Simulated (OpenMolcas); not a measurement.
**Multiconfigurational calculation on Sb III**

Input:

```
&GATEWAY
Coord
1

Sb 0.0 0.0 0.0
Basis=ANO-RCC-VTZP
Group=XYZ
NoMove
AngMom=0.0 0.0 0.0
AMFI
&SEWARD
Relativistic=R04O02
&RASSCF
FileOrb=start.orb
Symmetry=2
Spin=2
nActEl=1 0 0
Inactive=15 9
Ras2=0 3
CIRoot=3 3 1
SDav=3
CIMx=300
Iter=120 100
PrWF=0.3
OrbListing=Nothing
MaxOrb=0
Atom
>>> COPY $Project.JobIph JOB001
&RASSI
NrOfJobIphs=1 3
1 2 3
IphNames
JOB001
EJob
SpinOrbit
DIPRint=1.0
SOCoupling=1000.0
Subsets=2
MEES
Property=10
'ANGMOM' 1 'ANGMOM' 2 'ANGMOM' 3 'MLTPL  1' 1 'MLTPL  1' 2 'MLTPL  1' 3
'AMFI' 1 'AMFI' 2 'AMFI' 3 'MLTPL  2' 6
SOProperty=3
'ANGMOM' 1 'ANGMOM' 2 'ANGMOM' 3
```

Launched by
```bash
OMP_NUM_THREADS=1 MOLCAS_MEM=2252 MOLCAS_PROJECT=a pymolcas a.inp > a.log  # once for each step of the input, in one work folder
```

A driver script runs the steps one by one and writes start.orb anew before each from the orbitals found so far.

Output, cut to the results:

```
--- SEWARD ---
Basis set label: SB.ANO-RCC...7S6P4D2F1G.

      Electronic valence basis set:
      ------------------
      Associated Effective Charge  51.000000 au
      Associated Actual Charge     51.000000 au
      Nuclear Model: Point charge

      Shell  nPrim  nBasis  Cartesian Spherical Contaminant
         s      22       7        X
         p      19       6        X
         d      13       4                 X
         f       5       2                 X
         g       3       1                 X
Relativistic=R04O02
                  Relativistic Douglas-Kroll-Hess integrals:
                    - DKH order of Hamiltonian: 4
                    - DKH order of Properties : 2
--- RASSCF ---
Wave function specifications:
      -----------------------------

      Number of closed shell electrons          48
      Number of electrons in active shells       1
      Max number of holes in RAS1 space          0
      Max nr of electrons in RAS3 space          0
      Number of inactive orbitals               24
      Number of active orbitals                  3
      Number of secondary orbitals              41
      Spin quantum number                      0.5
      State symmetry                             2
Orbital specifications:
      -----------------------

      Symmetry species                           1   2
                                                ag  au
      Frozen orbitals                            0   0
      Inactive orbitals                         15   9
      Active orbitals                            0   3
      RAS1 orbitals                              0   0
      RAS2 orbitals                              0   3
      RAS3 orbitals                              0   0
      Secondary orbitals                        21  20
      Deleted orbitals                           0   0
      Number of basis functions                 36  32
      Number of CSFs                             3
      Number of root(s) required                 3
      Iter CI   SX   CI       RASSCF       Energy    max ROT     max BLB   max BLB  Level Ln srch  Step   QN
          iter iter root      energy       change     param      element    value   shift minimum  type update
 Nr of preliminary CI iterations:   1
      Total energies have been shifted. Add                -6000.00 au
        1   1    9    0  -477.12250443    0.00E+00   2.03E-01*  15  16 1  1.97E-01*  0.00   0.00    SX    NO
        2   1    9    0  -477.16171313   -3.92E-02*  2.47E-02   12  25 1  4.25E-02*  0.00   0.00    SX    NO
        3   1    9    0  -477.16368967   -1.98E-03*  1.00E-02   13  26 1 -2.12E-02*  0.00   0.00    SX    NO
        4   1    8    0  -477.16406364   -3.74E-04*  4.41E-03   12  25 1  1.11E-02*  0.00   0.00    SX    NO
        5   1    8    0  -477.16415675   -9.31E-05*  1.33E-03   12  25 1 -5.78E-03*  0.00   0.66    QN   YES
        6   1    6    0  -477.16419073   -3.40E-05* -9.01E-05   15  16 1  2.09E-04*  0.00   1.01    QN   YES
        7   1    5    0  -477.16419076   -2.48E-08*  2.56E-05   15  16 1  4.29E-05   0.00   1.24    QN   YES
        8   1    4    0  -477.16419076   -1.29E-09   3.33E-06   11  24 1  1.21E-06   0.00   0.98    QN   YES
      Convergence after  8 iterations
        9   1    4    0  -477.16419076   -3.64E-12   3.33E-06   11  24 1 -1.13E-07   0.00   0.98    QN   YES
      Natural orbitals and occupation numbers for root  1
      sym 2:   1.000000  -0.000000   0.000000
      Natural orbitals and occupation numbers for root  2
      sym 2:   0.000000   0.000000   1.000000
      Natural orbitals and occupation numbers for root  3
      sym 2:   0.000000   1.000000   0.000000
::    RASSCF root number  1 Total energy:  -6477.16419076
::    RASSCF root number  2 Total energy:  -6477.16419076
::    RASSCF root number  3 Total energy:  -6477.16419076

--- RASSI ---
SPIN-FREE ENERGIES:
  (Shifted by EMIN (a.u.) =      -6477.1641907606)

 SF State       Relative EMIN(au)   Rel lowest level(eV)    D:o, cm**(-1)      L_eff

     1             0.0000000000        0.0000000000              0.0000         1.0
     2             0.0000000000        0.0000000000              0.0000         1.0
     3             0.0000000000        0.0000000000              0.0000         1.0
     Dipole printing threshold changed to   1.00000000E+00
Eigenvalues of complex Hamiltonian:
   -----------------------------------
  (Shifted by EMIN (a.u.) =      -6477.1641907606)

 SO State       Relative EMIN(au)   Rel lowest level(eV)    D:o, cm**(-1)     J-value

     1            -0.0178379944        0.0000000000              0.0000         0.4
     2            -0.0178379944        0.0000000000              0.0000         0.4
     3             0.0089189972        0.7280948316           5872.4809         1.3
     4             0.0089189972        0.7280948314           5872.4809         1.0
     5             0.0089189972        0.7280948316           5872.4809         1.3
     6             0.0089189972        0.7280948314           5872.4809         1.0
Weights of the five most important spin-orbit-free states for each spin-orbit state.

 SO State  Total energy (au)           Spin-free states, spin, and weights
 -------------------------------------------------------------------------------------------------------
    1        -0.017838       2 0.5  0.3333    3 0.5  0.3333    1 0.5  0.3333
    2        -0.017838       2 0.5  0.3333    3 0.5  0.3333    1 0.5  0.3333
    3         0.008919       2 0.5  0.5004    3 0.5  0.4982    1 0.5  0.0014
    4         0.008919       1 0.5  0.6653    3 0.5  0.1685    2 0.5  0.1662
    5         0.008919       2 0.5  0.5004    3 0.5  0.4982    1 0.5  0.0014
    6         0.008919       1 0.5  0.6653    3 0.5  0.1685    2 0.5  0.1662
...
```

The J values that RASSI prints are effective ones from its own formula and need not be integers or half-integers; the table below assigns J from the states.

Levels above the lowest, from the spin-orbit matrix, grouped by J:

```csv
Configuration,Term,J,E (cm⁻¹),Measured (cm⁻¹),g,Term weight %
5s² 5p,²P°,1/2,0.0,0.0,0.666,100
5s² 5p,²P°,3/2,5872,6576,1.334,100
```

Against the measured value (Moore, Atomic Energy Levels, vol. III, NSRDS-NBS 35 (1971 reprint of NBS Circular 467, 1958)): 5s² 5p ²P°_3/2: computed 5872, measured 6576 cm⁻¹ (-10.7 %).

With one active electron the reference holds no correlation, so core polarisation is missing. Measured partners are found by configuration, term and J. A level has none where our copy of the source lacks it or the pairing is in doubt (some pairs that miss far off the trend of their configuration count as doubtful), and it then counts in no deviation. Only configurations of the active space appear.

The term weight is that of the spin-free term in the level, not the purity of its configuration. ° marks odd parity.
